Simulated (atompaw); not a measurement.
# PBEsol PAW (atompaw) dataset for I, scalar-relativistic all-electron reference.

atompaw 4.2.0.5 was run on this input:

```
I 53
GGA-PBESOL scalarrelativistic loggrid 1500 logderivrange -3 5 201
5 5 4 0 0 0
5 1 5
0 0 0
c
c
c
c
v
c
c
c
v
c
c
2
2.05 1.95 1.70 1.05
y
-0.9
n
y
-0.2
n
y
0.35
y
2.85
n
custom rrkj vanderbiltortho besselshape
3 0 troulliermartins
1.45
2.05
2.05
1.75
2.05
2.05
PWSCFOUT
UPFDX 0.0125d0 UPFXMIN -7.d0 UPFZMESH 53.d0
END
```

Command:

```bash
atompaw < I.input > I.log
```

Resulting log (summary file):

```
[... start of the log left out ...]
   Valence                  :     -372.79204127926153

 PAW parameters:
       lmax =            2
         rc =    2.0590616597666442
        irc =         1081
   rc_shape =    1.9539244470431019
    rc_vloc =    1.7139705336111337
    rc_core =    1.0508796894548496
   Vloc: Norm-conserving Troullier-Martins with l= 3;e=   0.0000E+00
   Projector type: RRKJ pseudization + Vanderbilt ortho.
   Bessel compensation charge shape zeroed at   1.9539E+00

 Number of basis functions     6
 No.   n  nodes  l      Energy         Cp coeff         Occ
  1    5    4    0   -0.1282441E+01  0.2801551E+01  0.2000000E+01
  2  999    5    0   -0.9000000E+00  0.9743616E-01  0.0000000E+00
  3    5    3    1   -0.5216715E+00 -0.9012648E+02  0.5000000E+01
  4  999    4    1   -0.2000000E+00 -0.6600848E+02  0.0000000E+00
  5  999    2    2    0.3500000E+00  0.2580774E+02  0.0000000E+00
  6  999    3    2    0.2850000E+01  0.6141729E+01  0.0000000E+00

 Eigenvalues of overlap operator (in the basis of projectors):
    1       -5.03791958E-01
    2       -1.22894734E-02
    3        8.53748726E-01
    4        1.81392475E+02
    5        1.29026707E+03
    6        1.68331368E+05

The overlap operator has at least one negative eigenvalue!
It might be not positive definite...
Program is stopping.
This probably means that your projectors are too similar
or that your PAW basis is incomplete.
Advice: try to change your input parameters (f.i. : reference energies).
```

The run stopped because the overlap operator built from these waves and projectors is not positive definite.

The run took about 2.3 s on one core of a shared server CPU.
